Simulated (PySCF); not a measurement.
## Computed properties of WO3, SMILES [O]=[W](=[O])=[O], multiplicity 1

WO₃, SMILES [O]=[W](=[O])=[O], multiplicity 1. Geometry optimised at B3LYP-D3(BJ)/def2-TZVP. The spin state was assumed, not searched. The isomer is the one that the SMILES or the coordinates give; other isomers of the formula were not compared. The def2 effective core potentials stand for the cores of W; spin–orbit coupling is left out. The values are those of a single conformer. All values are computed for the isolated molecule unless a solvent is named; none is compared with measurement here.

**Structure.** The optimised structure has C3v symmetry. All 6 harmonic modes at B3LYP-D3(BJ)/def2-TZVP (PySCF) are real, so it is a minimum. With heavy atoms numbered as in [W:1](=[O:2])(=[O:3])=[O:4], the shortest bond between them is W1–O2 at 1.728 Å and the longest W1–O4 at 1.728 Å.

**Vibrations.** The strongest infrared lines (harmonic, unscaled, degenerate partners summed) lie at 943 cm⁻¹ (332 km/mol, O 89 %, W 11 %), 282 cm⁻¹ (23 km/mol, O 83 %, W 17 %), 342 cm⁻¹ (4 km/mol, O 94 %). The softest mode is at 282 cm⁻¹ and the zero-point energy is 5.5 kcal/mol.

**Electronic structure.** CAM-B3LYP/def2-TZVPD (PySCF) places the frontier levels at -10.39 and -4.18 eV, a gap of 6.21 eV, and gives a dipole moment of 5.84 D and a mean polarisability of 45.1 bohr³.

**Excitations.** TDDFT-CAM-B3LYP/def2-SVPD (PySCF) has S1 at 2.45 eV (506 nm, f = 0.000, dark); the most intense of the 10 singlets computed lies at 4.96 eV (f = 0.02). Strengths of degenerate partners are summed. T1 (TDA) is at 2.33 eV.
